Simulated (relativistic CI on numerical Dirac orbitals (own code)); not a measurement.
Slater and spin-orbit integrals, Hf14+

Calculated at this level of theory: Dirac-Coulomb-Breit CI, orbitals from a KLI potential per configuration, QED by a radiative potential, unscaled Slater integrals (own radial code, finite nucleus).

Slater integrals F^k, G^k are unscaled and averaged over j, outside the closed core [Ar] 3d10 4p6; ζ comes from projecting the Hamiltonian with its Breit term on Σ l·s of the shell.

- 4s²4d¹⁰4f¹¹5s: F^2(4f,4f) = 176010, F^4(4f,4f) = 112380, F^6(4f,4f) = 81426, ζ(4f) = 4303.7, G^3(4f,5s) = 34892 cm⁻¹; <r>(4f) = 0.568, <r^2>(4f) = 0.3841, <r>(5s) = 0.9799, <r^2>(5s) = 1.068 (bohr units).
- 4s²4d¹⁰4f¹²: F^2(4f,4f) = 173080, F^4(4f,4f) = 110380, F^6(4f,4f) = 79938, ζ(4f) = 4150.7 cm⁻¹; <r>(4f) = 0.5759, <r^2>(4f) = 0.3953 (bohr units).
- 4s²4d¹⁰4f¹⁰5s²: F^2(4f,4f) = 179150, F^4(4f,4f) = 114530, F^6(4f,4f) = 83030, ζ(4f) = 4459.3 cm⁻¹; <r>(4f) = 0.5598, <r^2>(4f) = 0.3723 (bohr units).

Averages of the first 10 configurations, taken without configuration mixing, which lowers the lowest level and can move excited configurations by several eV; other configurations of the list can lie among them:

| Configuration | Parity | States | Average energy above the lowest level (eV) |
| --- | --- | --- | --- |
| 4s²4d¹⁰4f¹¹5s | odd | 728 | 21.4 |
| 4s²4d¹⁰4f¹² | even | 91 | 37.6 |
| 4s²4d¹⁰4f¹⁰5s² | even | 1001 | 11.2 |
| 4s²4d¹⁰4f¹¹5p | even | 2184 | 62.7 |
| 4s²4d¹⁰4f¹⁰5s5p | odd | 12012 | 50.3 |
| 4s²4d¹⁰4f¹¹5f | even | 5096 | 176.9 |
| 4s²4d⁹4f¹²5s | even | 1820 | 228.7 |
| 4s²4d¹⁰4f¹⁰5s6s | even | 4004 | 153.3 |
| 4s²4d¹⁰4f¹¹6s | odd | 728 | 162.3 |
| 4s²4d⁹4f¹³ | odd | 140 | 245.1 |
